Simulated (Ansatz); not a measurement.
`F[SiH](F)S[SiH2]Cl` and `C=C[SiH2]S[SiH](F)F` differ in one atom or group.

Ansatz, PBE0-D4/def2-TZVP geometries, multiplicity 1. Each molecule was computed in one conformer, which needn't be the lowest.

```
                             property  `F[SiH](F)S[SiH2]Cl`
 HOMO–LUMO gap (PBE0/def2-TZVPP) / eV                  8.05
  HOMO–LUMO gap (PBE/def2-TZVPP) / eV                  5.90
    HOMO energy (PBE/def2-TZVPP) / eV                 -7.18
HOMO energy (ωB97M-V/def2-TZVPP) / eV                -10.59
  LUMO energy (B3LYP/def2-TZVPP) / eV                 -0.57
    LUMO energy (PBE/def2-TZVPP) / eV                 -1.28
```

Give the same properties after the change, and the shifts. (Estimate.)

Computed: 
```json
{"property": "HOMO–LUMO gap (PBE0/def2-TZVPP) / eV", "`C=C[SiH2]S[SiH](F)F`": "6.92", "shift": "-1.13"}
{"property": "HOMO–LUMO gap (PBE/def2-TZVPP) / eV", "`C=C[SiH2]S[SiH](F)F`": "4.73", "shift": "-1.17"}
{"property": "HOMO energy (PBE/def2-TZVPP) / eV", "`C=C[SiH2]S[SiH](F)F`": "-6.70", "shift": "0.48"}
{"property": "HOMO energy (ωB97M-V/def2-TZVPP) / eV", "`C=C[SiH2]S[SiH](F)F`": "-10.06", "shift": "0.53"}
{"property": "LUMO energy (B3LYP/def2-TZVPP) / eV", "`C=C[SiH2]S[SiH](F)F`": "-1.18", "shift": "-0.61"}
{"property": "LUMO energy (PBE/def2-TZVPP) / eV", "`C=C[SiH2]S[SiH](F)F`": "-1.96", "shift": "-0.68"}
```

With PBE0 the HOMO rises by 0.53 eV and the LUMO falls by 0.61 eV, so the gap narrows by about 1.14 eV. PBE moves the HOMO by 0.48 eV and ωB97M-V by 0.53 eV.

B3LYP here is the variant with VWN-RPA as its local correlation; programs differ in this.
